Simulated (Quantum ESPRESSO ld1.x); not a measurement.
Question: These are the eigenvalues of the occupied orbitals of an atom or ion with whole-number occupations (hartree). Method: scalar-relativistic Kohn-Sham, LDA (Slater exchange, VWN5 correlation), spin-polarised, spherical densities, point nucleus; computed with ld1.x of Quantum ESPRESSO 7.5.

orbital  eigenvalue
1s up    -1161.7636
1s down  -1161.7609
2s up     -178.8009
2s down   -178.7995
2p up     -160.6748
2p down   -160.6726
3s up      -36.1390
3s down    -36.1365
3p up      -30.2462
3p down    -30.2435
3d up      -21.3098
3d down    -21.3073
4s up       -6.7435
4s down     -6.7381
4p up       -4.9132
4p down     -4.9070
4d up       -2.2479
4d down     -2.2371
5s up       -1.2372
5s down     -1.1844
5p up       -0.8527

Which element is it, and in what charge state? The configuration may be excited. Open shells, if any, are filled with parallel spins first.

Answer: Z = 52, tellurium, charge +2: Te2+ in [Kr] 4d10 5s2 5p2. The list shows which subshells hold electrons but not how many an open one holds; the 1s level, -1161.8 hartree, gives Z - s = 48.2 by -(Z - s)^2/2, which with screening and relativity narrows Z to a few neighbours, and the depths of the outer levels then fix element, charge and occupations together.
